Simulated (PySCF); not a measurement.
Compound: C₄H₈GeO.
SMILES with atom numbers: `[CH2:1]=[CH:2]/[CH:3]=[CH:4]\[O:5][GeH3:6]` (hydrogens: H7, H8 on C1; H9 on C2; H10 on C3; H11 on C4; H12, H13, H14 on Ge6)

Structure used (PBE0-D3(BJ)/def2-SVP), in Å, numbered top down from 1:
```xyz
14
C4H8GeO angstrom
C      2.1838   -0.3627   -1.4049
C      1.0119   -0.1531   -0.7838
C      0.4597    1.1551   -0.4972
C     -0.6942    1.4831    0.1237
O     -1.6488    0.7204    0.6631
Ge    -1.7614   -1.0437    0.9965
H      2.8086    0.4730   -1.7348
H      2.5519   -1.3717   -1.6022
H      0.4391   -1.0383   -0.4879
H      1.0513    2.0116   -0.8345
H     -0.9452    2.5459    0.2279
H     -3.0706   -1.1357    1.7860
H     -0.5449   -1.4735    1.8317
H     -1.8424   -1.8114   -0.3328
```

Theory: PySCF 2.14.0, density-fitted response routines, TDDFT CAM-B3LYP/def2-SVPD, vertical, gas phase, core orbitals frozen in the response. The CAM-B3LYP/def2-SVPD calculation is non-relativistic and has no spin–orbit coupling, an omission that weighs most on germanium.

Transition dipole moments from the ground state, in atomic units and in the frame of the coordinates above (overall signs are arbitrary), for the states with f of 0.002 or more among the lowest 7:

| state | E (eV) | μx | μy | μz |
| --- | --- | --- | --- | --- |
| S1 | 5.272 | -1.288 | 0.353 | 0.722 |
| S2 | 5.357 | 1.210 | -0.362 | -0.713 |
| S3 | 5.708 | 0.242 | -0.049 | 0.014 |
| S4 | 6.210 | 0.090 | 0.001 | 0.145 |
| S5 | 6.552 | 0.220 | -0.005 | 0.270 |
| S6 | 6.696 | 0.155 | 0.217 | -0.108 |
| S7 | 6.810 | 0.006 | 0.013 | 0.200 |

**Question.** What oscillator strength does each state have?

**Answer.** f = (2/3) ΔE |μ|² with ΔE in hartree (27.2114 eV).

```json
{"state": "S1", "|μ|² (au)": "2.304", "|μ| (D)": "3.86", "f": "0.298"}
{"state": "S2", "|μ|² (au)": "2.105", "|μ| (D)": "3.69", "f": "0.276"}
{"state": "S3", "|μ|² (au)": "0.061", "|μ| (D)": "0.63", "f": "0.009"}
{"state": "S4", "|μ|² (au)": "0.029", "|μ| (D)": "0.43", "f": "0.004"}
{"state": "S5", "|μ|² (au)": "0.121", "|μ| (D)": "0.89", "f": "0.019"}
{"state": "S6", "|μ|² (au)": "0.083", "|μ| (D)": "0.73", "f": "0.014"}
{"state": "S7", "|μ|² (au)": "0.040", "|μ| (D)": "0.51", "f": "0.007"}
```

**Question.** What angle do the transition dipoles of S2 and S6 make?

**Answer.** |cos θ| = |μa·μb| / (|μa| |μb|) = 0.44, so θ ≈ 64° (taken between 0 and 90°, since the signs are arbitrary).

**Question.** What peak molar absorption coefficient would the strongest computed level give as a lone Gaussian band 0.4 eV wide at half height?

**Answer.** ε(max) = 2.175×10⁸ f / FWHM, with the width in cm⁻¹. S1: 2.175×10⁸ × 0.2975 / 3226 ≈ 20000 L mol⁻¹ cm⁻¹.

The vertical ionisation energy (ΔSCF) is 7.96 eV, 1.15 eV above S7.

On one thread of an Arm Neoverse V1, no GPU, on a shared host, this took 2.1 min of wall time.

One conformer stands for the species.
